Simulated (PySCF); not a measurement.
A species of formula H6N4W has this rotational fingerprint, computed with PBE0-D3(BJ)/def2-SVP geometry optimisation, gas phase, def2 core potentials past Kr (PySCF):

| Item | Value |
| --- | --- |
| Rotational constants | A = 3495, B = 3090, C = 3019 MHz |
| Dipole components | \|μa\| = 0.00 D, \|μb\| = 0.06 D, \|μc\| = 0.58 D |
| Inertial defect | -140.77 u·Å² |
| κ | -0.70 |

**Question.** Which structure is it? (One computed conformer of each.)
A. W(NH)2(NH2)2 (`[NH]=[W](=[NH])([NH2])[NH2]`)
B. WN(NH2)3, `[N]#[W]([NH2])([NH2])[NH2]`

**Answer.** A. It is [NH]=[W](=[NH])([NH2])[NH2]. The candidates at the same level (rigid rotor, commonest isotopes):

| SMILES | A (MHz) | B (MHz) | C (MHz) | μa (D) | μb (D) | μc (D) | Δ (u·Å²) | point group | rotor |
| --- | --- | --- | --- | --- | --- | --- | --- | --- | --- |
| [NH]=[W](=[NH])([NH2])[NH2] | 3495 | 3090 | 3019 | 0.00 | 0.06 | 0.58 | -140.77 | – | – |
| [N]#[W]([NH2])([NH2])[NH2] | 3401 | 3399 | 2671 | 0.00 | 0.00 | 4.47 | -108.07 | C3v | oblate symmetric top |

`[N]#[W]([NH2])([NH2])[NH2]` has C 12 % too low. No structure here is proved a minimum.
